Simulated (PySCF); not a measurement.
**Electric field gradients and quadrupole coupling constants**

Species: C3H11NSi3.
Geometry (GFN2-xTB, Å), atoms numbered from 1 in this order:
```
atom  x, y, z in Å
N1    -3.3796   -1.5394    0.8676
C2    -2.2628   -1.5225    0.6137
C3    -0.8851   -1.4580    0.2606
Si4   -0.6173   -0.0930   -1.0816
Si5   -1.3119    1.9741   -0.2965
C6     1.2354   -0.1666   -1.5430
Si7    2.5030    0.0017   -0.1340
H8    -0.3019   -1.2304    1.1540
H9    -0.5717   -2.4348   -0.1107
H10   -1.3738   -0.5802   -2.2557
H11   -1.7616    2.8317   -1.3963
H12   -2.4112    1.8710    0.6619
H13   -0.2225    2.6971    0.3711
H14    1.4380   -1.0957   -2.0777
H15    1.4197    0.6322   -2.2618
H16    2.4213   -1.1679    0.7468
H17    2.2205    1.2138    0.6377
H18    3.8528    0.0733   -0.6972
```

Field gradients from the PBE0/pcSseg-1 density (PySCF, non-relativistic), principal values in atomic units, ordered |Vxx| ≤ |Vyy| ≤ |Vzz|:

```csv
atom,Vxx,Vyy,Vzz
N1,0.4168,0.5176,-0.9344
```

Task: Find the asymmetry η = (Vxx − Vyy)/Vzz and the couplings χ = eQV/h (234.96 MHz × Q in barn × V in au), with Q(14N) = 0.02044 b.

Result: 
| atom | environment | nucleus | η | χzz (MHz) | χxx (MHz) | χyy (MHz) |
| --- | --- | --- | --- | --- | --- | --- |
| N1 | nitrile nitrogen | 14N | 0.11 | -4.488 | 2.002 | 2.486 |

The tensor is traceless: Vxx + Vyy + Vzz = 0.

Task: What is Vzz at N1 in SI units (1 au = 9.71736 × 10²¹ V/m²)?

Result: -0.9344 au = -9.080 × 10²¹ V/m².

Were the hydrogens deuterons (Q(2H) = 0.00286 b), χzz would run from 102 kHz (H10) to 215 kHz (H15 and H14).

Geometry: GFN2-xTB, one conformer, isolated molecule. GFN2-xTB frequencies show an imaginary mode (40i cm⁻¹), so this geometry is no minimum at that level. GFN2-xTB bond lengths can be off by several hundredths of an ångström, more for odd bonds, and the gradients follow them. The basis is small and wasn't made for field gradients, so the couplings can be 20 % off.
